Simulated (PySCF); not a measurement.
Species: C3H7FO2Si.
SMILES: `FC[SiH]1OCCO1`

Theory: TDDFT PBE0/def2-SVPD, vertical, gas phase, core orbitals frozen in the response in PySCF. The structure is a single GFN2-xTB conformer in the gas phase; no vibrational or solvent corrections.

```
state  E (eV)  λ (nm)       f  main configurations (H = HOMO, L = LUMO)
   S1    7.05   175.9  0.0067                    H→L (74%), H-1→L (16%)
   S2    7.13   173.8   0.011                    H-1→L (74%), H→L (18%)
   S3    7.31   169.7  0.0038               H-1→L+1 (74%), H-1→L+2 (9%)
   S4    7.43   166.9   0.017                H→L+1 (80%), H-1→L+1 (11%)
   S5    7.73   160.5  0.0067                H→L+2 (52%), H-1→L+2 (30%)
   S6    7.79   159.1  0.0046                H-1→L+2 (56%), H→L+2 (35%)
```

Triplets (Tamm–Dancoff): T1 6.66 eV, H-1→L (60%), H→L (14%), H-1→L+1 (11%); T2 6.90 eV, H-1→L+1 (42%), H→L (18%), H-1→L (14%).

The lowest singlet lies at 7.05 eV (176 nm, vacuum ultraviolet) and is weak; its leading configuration is HOMO→LUMO (74%). The strongest level in the table is S4 at 7.43 eV (167 nm, f = 0.017). Löwdin shares by element: HOMO oxygen 53%, carbon 12% or more, hydrogen 6% or more (atoms not listed hold the other 28%); LUMO carbon 28%, silicon 23% (atoms not listed hold the other 49%). The listed states span 0.74 eV, and the widest gap between neighbours is 0.30 eV (S4 to S5). Weighted by f, the mean energy of these states is 7.38 eV. Orbital energies (eV): HOMO-3 -9.75, HOMO-2 -9.25, HOMO-1 -8.20, HOMO -8.13, LUMO 0.28, LUMO+1 0.58, LUMO+2 0.71. No computed singlet lies in the visible range (380 to 750 nm); the lowest, at 176 nm, stands 3.79 eV above its violet end (3.26 eV). Singlets were solved by full linear response, triplets in the Tamm–Dancoff approximation.

On one thread, Arm Neoverse N1 (aarch64), shared host with 32 logical CPUs at a one-minute load of 24, this took 47 s wall and 0.86 GiB of memory at its peak.

Without π bonds the low states may be Rydberg-like; a valence basis with one diffuse set may place them up to an eV too high.
